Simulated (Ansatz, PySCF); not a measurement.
Species: SnCl₂, net charge 0, singlet state. 
Structure (B3LYP-D3(BJ)/def2-TZVP (Ansatz, a quantum-chemistry and plane-wave program) minimum search):
```
Sn
Cl 1 2.3879
Cl 1 2.3879 2 98.82
```

Dipole moments at this geometry, in debye (magnitudes).

```tsv
level	program	dipole (D)
HF/def2-TZVPD	PySCF	3.59
revPBE/def2-TZVPD	Ansatz	3.25
M06-L/def2-TZVPD	PySCF	3.37
B97M-V/def2-TZVPD	Ansatz	3.44
PBE0/def2-TZVPD	Ansatz	3.41
BHLYP/def2-TZVPD	Ansatz	3.60
r2SCANh/def2-TZVPD	Ansatz	3.33
M06-2X/def2-TZVPD	PySCF	…
MN15/def2-TZVPD	PySCF	3.60
LC-wPBE/def2-TZVPD	Ansatz	3.54
wB97M-V/def2-TZVPD	Ansatz	3.47
wB97X-V/def2-TZVPD	Ansatz	3.53
CCSD(T)/def2-SVPD	Ansatz	…
```

Question: Complete the blanks.

Answer: 
- M06-2X/def2-TZVPD, dipole (D): 3.48
- CCSD(T)/def2-SVPD, dipole (D): 3.41
